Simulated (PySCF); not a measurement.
## LiSe⁺ from Hartree–Fock to correlated methods

State: ³Σ⁻ (triplet), unpaired electrons π ↑↑. Set-up: PySCF, no relativity, basis sets Li def2-SVPD, Se def2-SVPD. De refers to Li⁺ + Se in their high-spin ground configurations, without counterpoise correction. The functionals are run spin-unrestricted. A positive dipole points towards Se; it is taken about the centre of mass and depends on that origin.

| Level | Re (Å) | ωe (cm⁻¹) | De (eV) | μ (D) |
| --- | --- | --- | --- | --- |
| UHF | 2.629 | 306 | 0.84 | -9.25 |
| UHF-MP2 | 2.637 | 298 | 0.84 | n/a |
| UHF-SCS-MP2 | 2.640 | 297 | 0.84 | n/a |
| UHF-CCSD | 2.641 | 298 | 0.84 | n/a |
| UHF-CCSD(T) | 2.643 | 296 | 0.85 | n/a |
| LDA | 2.565 | 316 | 0.95 | -8.66 |
| PBE | 2.595 | 309 | 0.93 | -8.77 |
| PBEsol | 2.592 | 308 | 0.92 | -8.78 |
| BLYP | 2.604 | 304 | 0.92 | -8.79 |
| r²SCAN | 2.621 | 298 | 0.83 | -9.08 |
| PBE0 | 2.585 | 315 | 0.91 | -8.84 |
| ωB97X | 2.636 | 291 | 0.82 | -9.21 |

The bond length runs from 2.565 Å (LDA) to 2.643 Å (UHF-CCSD(T)). De spans 0.82 eV (ωB97X, range-separated hybrid) to 0.95 eV (LDA, local density). Correlation at CCSD(T) changes the Hartree–Fock bond energy by +0.01 eV; the triples alone change it by +0.01 eV.

Correlated steps freeze 9 core orbitals. Correlated levels converge slowly with the basis: in double zeta they bind strong bonds too weakly, by up to about 1 eV, and carry superposition errors of some tenths. Spin–orbit coupling is left out. For an ion De counts to the pair picked by the measured ionisation energies or electron affinities, which need not be the lowest pair at this level. The state is the lowest determinant that a PBE0 search found; another state may lie lower at other levels.

The whole job (state search and all levels along the bond) took about 3.4 min on 1 thread of Arm Neoverse N1 (shared host), peak memory 0.67 GiB.
